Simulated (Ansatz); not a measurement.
Geometry optimisation of (HMg-mu-F)2 (Mg2H2F2).

```yaml
crystal:
  periodic: [false, false, false]
  atoms:
    - {symbol: Mg, position_ang: [-0.094710, -1.347550, 0.207590]}
    - {symbol: H, position_ang: [-0.194660, -2.856040, 0.419500]}
    - {symbol: F, position_ang: [-1.128900, -0.004050, -0.556420]}
    - {symbol: Mg, position_ang: [0.093030, 1.347450, -0.200740]}
    - {symbol: H, position_ang: [0.201520, 2.850870, -0.441660]}
    - {symbol: F, position_ang: [1.123730, 0.009310, 0.571730]}
basis:
  gaussian: {orbitals: def2-TZVP}
hamiltonian: {xc: pbe0, dispersion: d4}
scf: {lower_state_search: "off"}
output: {orbitals: {seedname: orbitals}}
relax: {f_tol: 0.02, max_steps: 100}
```

```sh
$ ansatz run in.yaml --threads 4 --pin off --events-out ev --progress --plain --max-ram 3916MiB
```

Shortened log:

```
Functional definition: PBE0
mean field -16351.01487418 eV, -600.8887135103 hartree, gradient 2.7e-6 eV, S^2 0.000000; 0 other end points of the search recorded, 0 dependent functions left out
relax step   1: F+E_penalty+E_count = -16351.09441430 eV  Δ(F+E_penalty+E_count) = +0.000e0 eV  max|allowed force component| = 2.170e0 eV/Å  Δτ_max = 0.0000 Å  (13 SCF iters, accepted)
mean field -16351.37690249 eV, -600.9020178050 hartree, gradient 5.5e-7 eV, S^2 0.000000; 0 other end points of the search recorded, 0 dependent functions left out
relax step   2: F+E_penalty+E_count = -16351.45287470 eV  Δ(F+E_penalty+E_count) = -3.585e-1 eV  max|allowed force component| = 6.342e-1 eV/Å  Δτ_max = 0.1500 Å  (18 SCF iters, accepted)
mean field -16351.36960817 eV, -600.9017497439 hartree, gradient 6.9e-7 eV, S^2 0.000000; 0 other end points of the search recorded, 0 dependent functions left out
relax step   3: F+E_penalty+E_count = -16351.44224794 eV  Δ(F+E_penalty+E_count) = +1.063e-2 eV  max|allowed force component| = 1.028e0 eV/Å  Δτ_max = 0.1397 Å  (18 SCF iters, rejected (line search))
mean field -16351.44093522 eV, -600.9043709645 hartree, gradient 5.4e-7 eV, S^2 0.000000; 0 other end points of the search recorded, 0 dependent functions left out
relax step   4: F+E_penalty+E_count = -16351.51515988 eV  Δ(F+E_penalty+E_count) = -6.229e-2 eV  max|allowed force component| = 1.303e-1 eV/Å  Δτ_max = 0.0698 Å  (19 SCF iters, accepted)
mean field -16351.44538673 eV, -600.9045345547 hartree, gradient 5.4e-7 eV, S^2 0.000000; 0 other end points of the search recorded, 0 dependent functions left out
relax step   5: F+E_penalty+E_count = -16351.51912977 eV  Δ(F+E_penalty+E_count) = -3.970e-3 eV  max|allowed force component| = 1.796e-2 eV/Å  Δτ_max = 0.0282 Å  (19 SCF iters, accepted)
Total energy: -16351.51917860 eV, -600.9072463558 hartree
Atom 0 at    -0.098649    -1.427600     0.214249 Å, force    -0.000616    -0.003394     0.001704 eV/Å
Atom 1 at    -0.216731    -3.095674     0.471172 Å, force     0.000677     0.004618    -0.001762 eV/Å
Atom 2 at    -1.114839    -0.007275    -0.561232 Å, force    -0.017959    -0.000295    -0.009008 eV/Å
Atom 3 at     0.099609     1.427158    -0.216652 Å, force     0.000134     0.004018     0.000368 eV/Å
Atom 4 at     0.213625     3.096966    -0.463963 Å, force    -0.000070    -0.004945    -0.000204 eV/Å
Atom 5 at     1.116996     0.006414     0.556426 Å, force     0.017834    -0.000001     0.008902 eV/Å
Dipole moment:     0.001496    -0.000695    -0.003713 e Å
Checks for a lower state left out: stability, starts, cluster_reference, orbital_swaps, neighbouring_geometries, increment
```

It took 8 s on 4 threads of Intel Xeon Platinum 8259CL on a shared host.
